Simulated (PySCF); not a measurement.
A calculated (r2SCANh, PySCF 2.14, x2c-TZVPPall with one added diffuse shell each of s, p, d, f type, the spin-free X2C one-electron Hamiltonian (Gaussian nucleus)) atom or ion has these occupied shells.

| shell | electrons | orbital energy (eV) | rms radius, mean of both spins (bohr) |
| --- | --- | --- | --- |
| 1s α | 1 | -46704.2 | 0.0259 |
| 1s β | 1 | -46704.2 | 0.0259 |
| 2s α | 1 | -7688.4 | 0.105 |
| 2s β | 1 | -7688.4 | 0.105 |
| 2p α | 3 | -6868.8 | 0.0941 |
| 2p β | 3 | -6868.8 | 0.0941 |
| 3s α | 1 | -1722.6 | 0.272 |
| 3s β | 1 | -1720.3 | 0.272 |
| 3p α | 3 | -1463.6 | 0.272 |
| 3p β | 3 | -1461.3 | 0.272 |
| 3d α | 5 | -1107.5 | 0.251 |
| 3d β | 5 | -1105.6 | 0.251 |
| 4s α | 1 | -374.92 | 0.615 |
| 4s β | 1 | -369.50 | 0.615 |
| 4p α | 3 | -288.84 | 0.652 |
| 4p β | 3 | -283.23 | 0.652 |
| 4d α | 5 | -166.14 | 0.720 |
| 4d β | 5 | -160.13 | 0.720 |
| 5s α | 1 | -74.281 | 1.47 |
| 5s β | 1 | -71.600 | 1.47 |
| 5p α | 3 | -52.122 | 1.68 |
| 5p β | 3 | -50.167 | 1.68 |
| 4f α | 5 | -35.548 | 1.00 |

(1) Name the element and its charge.

Answers

(1) Sm³⁺ (samarium, charge +3), in [Xe] 4f5, one real determinant.
